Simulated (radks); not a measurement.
The numbers below are computed, except where a source is named.
Question: These are the eigenvalues of the occupied orbitals of an atom or ion with whole-number occupations (eV). Code: a radial shooting solver on a logarithmic mesh with Libxc functionals. Model: scalar-relativistic Kohn-Sham, PBE, spin-polarised, spherical densities, finite nucleus; Fermi nuclear charge, rms radius of each element as measured or else 0.836 A^(1/3) + 0.57 fm.

orbital  eigenvalue
1s down   -23074.57
1s up     -23074.56
2s up     -3377.119
2s down   -3376.417
2p up     -3030.381
2p down   -3029.853
3s up     -633.6487
3s down   -633.2994
3p up     -519.6972
3p down   -519.2965
3d up     -337.5905
3d down   -336.9561
4s up     -119.7851
4s down   -116.6670
4p up      -87.3951
4p down    -84.1166
4d up      -40.8357
4d down    -37.5695

Which element is it, and in what charge state? The configuration may be excited. Open shells, if any, are filled with parallel spins first.

Answer: Z = 45, rhodium, charge +3: Rh3+ in [Kr] 4d6. The list shows which subshells hold electrons but not how many an open one holds; the 1s level, -847.97 hartree, gives Z - s = 41.2 by -(Z - s)^2/2, which with screening and relativity narrows Z to a few neighbours, and the depths of the outer levels then fix element, charge and occupations together.
